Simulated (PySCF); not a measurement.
MF anions for M along group 15

r²SCAN with triple-zeta basis sets in PySCF, for the lowest determinant that a PBE0 search found; no spin–orbit coupling. De refers to high-spin ground-configuration atoms (the charge goes to the atom of lower measured ionisation energy or higher electron affinity, which is not always the lowest computed limit). A positive dipole points towards F; it is taken about the centre of mass and depends on that origin.

```csv
M,basis,charged atom,state (unpaired electrons),Re (Å),ωe (cm⁻¹),De (eV),μ (D)
P,def2-TZVPPD,F−,doublet (π ↑),1.709,633,1.96,1.80
Sb,def2-TZVPPD,F−,doublet (π ↑),2.016,483,1.90,-1.21
```

(1) The row for M = As is missing. Estimate Re, ωe and De as the mean of the rows for P and Sb, and compare with the calculation.

Spin–orbit coupling is left out, which matters for elements this heavy, above all for dissociation energies. For an ion De counts to the pair picked by the measured ionisation energies or electron affinities, which need not be the lowest pair at this level. The highest Kohn–Sham level is positive in some of these anions. Much of that is self-interaction error, but it also means that the finite basis helps to hold the extra electron. States were picked by a PBE0 search and need not be the measured ground states.

Answers

(1) The means are 1.863 Å, 558 cm⁻¹ and 1.93 eV. r²SCAN in def2-TZVPPD gives AsF⁻ as a doublet (π ↑) with Re = 1.850 Å, ωe = 525 cm⁻¹, De = 1.72 eV, so the estimate is off by +1.2 pm, +6 % and +0.21 eV.
